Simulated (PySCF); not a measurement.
Molecule: CH₅O₃Si (charge 0, doublet). It need not be the lowest isomer of its formula. 
Coordinates optimised at B3LYP-D3(BJ)/def2-TZVP (Ansatz):
```
Si
O 1 1.6339
H 2 0.9606 1 118.04
O 1 1.6461 2 105.81 3 -30.72
H 4 0.9609 1 117.34 2 159.16
O 1 1.6649 2 115.74 3 89.37
C 1 1.8587 2 108.08 3 -156.41
H 7 1.0894 1 111.90 2 -179.64
H 7 1.0899 8 108.84 1 -123.17
H 7 1.0933 8 108.90 9 -117.98
```
Charge 0, spin multiplicity 2.

Dispersion corrections to the total energy (kcal/mol) from the dftd3 and dftd4 libraries through PySCF: D3(BJ) without and D4 with the three-body term, each with the damping fitted for the functional named.

```
functional      D3(BJ)          D4
----------  ----------  ----------
B2GP-PLYP        -3.00       -1.90
TPSSh       (withheld)       -5.60
PW6B95           -2.21       -4.09
LC-wPBE          -4.11       -5.08
BP86        (withheld)       -6.05
CAM-B3LYP        -3.41  (withheld)
TPSS             -5.48       -6.18
```

**Question.** Fill in the missing entries.

**Answer.** 
- TPSSh, D3(BJ): -5.03
- BP86, D3(BJ): -6.98
- CAM-B3LYP, D4: -3.85
